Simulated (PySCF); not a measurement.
## Two-component Hartree-Fock for Sn³⁺ (tin, charge +3)

Start: [Kr] 4d10 5s1; 5s1/2 filled at m_j = +1/2. Calculated with PySCF 2.14 in x2c-TZVPPall-2c (8s9p5d2f, 74 functions): generalised Hartree-Fock with the X2C-1e Hamiltonian and a Gaussian nucleus; one run each with spin-orbit coupling (SO) switched off, then screened by Boettger's factors.

```
spinor shell  electrons  ε, spin-free (eV)  ε, screened SO (eV)  weight of nominal j (screened SO)  rms radius, screened SO (bohr)
       1s1/2          2           -29376.8             -29374.1                              1.000                          0.0333
       2s1/2          2            -4552.8              -4552.0                              1.000                           0.136
       2p1/2          2            -4083.0              -4243.0                              1.000                           0.118
       2p3/2          4            -4083.0              -4010.1                              1.000                           0.123
       3s1/2          2            -942.11              -941.92                              1.000                           0.361
       3p1/2          2            -784.83              -814.99                              1.000                           0.354
       3p3/2          4            -784.83              -771.01                              1.000                           0.366
       3d3/2          4            -543.35              -548.58                              1.000                           0.340
       4s1/2          2            -189.20              -189.17                              1.000                           0.874
       4p1/2          2            -139.38              -144.85                              1.000                           0.930
       4p3/2          4            -139.38              -136.87                              1.000                           0.958
       4d3/2          4            -64.738              -65.432                              0.990                            1.16
       4d5/2          6            -64.738              -64.263                              0.994                            1.17
       5s1/2          1            -39.465              -39.466                              1.000                            2.31
```

**Question.** Where does 3d5/2 lie, and what is the 3d spin-orbit splitting (screened SO)?

**Answer.** At -539.70 eV, 8.872 eV above 3d3/2.

```
   quantity    spin-free  screened SO
E (hartree)  -6171.24313  -6172.70447
        M_J          1/2          1/2
       ⟨J²⟩        0.751        0.751
       ⟨L²⟩        0.000        0.018
       ⟨S²⟩        0.751        0.768
```

Each row is a mean over spinors that exchange with the open shell spreads, by up to 0.509 eV (4s1/2).

Breit and QED terms are absent; they matter most for the inner s and p1/2 levels.

Densities and radii are taken from the X2C orbitals without a picture-change correction, which distorts them close to the nucleus.

Without spin-orbit coupling the j labels of p, d and f shells carry no meaning; the spin-free column gives the mean over the occupied spinors of each nl shell.
